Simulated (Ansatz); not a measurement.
Molecule: BN (charge 0, triplet). 
Coordinates optimised at B3LYP-D3(BJ)/def2-TZVP (Ansatz, a first-principles code):
```xyz
2

B      0.0000     0.0000    -0.7688
N      0.0000     0.0000     0.5492
```
Charge 0, spin multiplicity 3.

Parts of the frozen-core correlation energy in cc-pVDZ (Ansatz, hartree). Frozen orbitals: 2; correlated occupied orbitals by spin: 5 and 3; virtual: 21 and 23. Open shells are spin-unrestricted. Spin-orbit coupling is left out. No relativistic terms.

```csv
term,value
reference (HF),-78.99688
MP2 opposite-spin,?
MP2 same-spin,?
CCSD correlation,?
(T),-0.00852
CCSDT minus CCSD(T),-0.00171
CCSDT(Q) minus CCSD(T),-0.00271
T1 diagnostic,0.045
largest doubles amplitude,0.098
<S^2> of the reference,2.048
```

What belongs in the gaps?


- MP2 opposite-spin, value: -0.12847
- MP2 same-spin, value: -0.04827
- CCSD correlation, value: -0.19911
